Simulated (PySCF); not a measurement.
# Radial density of Cr⁺ (chromium, charge +1)

UHF, [Ar] 3d5, high-spin 6S determinant. Computed with PySCF 2.14 in pcseg-2, with the non-relativistic Hamiltonian (point nucleus).

```csv
r (bohr),4πr²ρ (e/bohr),4πr²(ρα − ρβ)
0.00125,0.1713,0.0000
0.00210,0.4656,0.0000
0.00353,1.229,-0.0001
0.00593,3.100,-0.0002
0.00998,7.223,-0.0005
0.0168,14.76,-0.0009
0.0282,24.29,-0.0012
0.0475,28.49,-0.0005
0.0798,23.18,0.0044
0.134,24.87,0.0411
0.226,30.79,0.3100
0.380,14.70,1.4050
0.639,12.23,3.1913
1.08,10.27,3.1962
1.81,2.431,1.4955
3.04,0.2771,0.2623
5.12,0.008153,0.0081
```
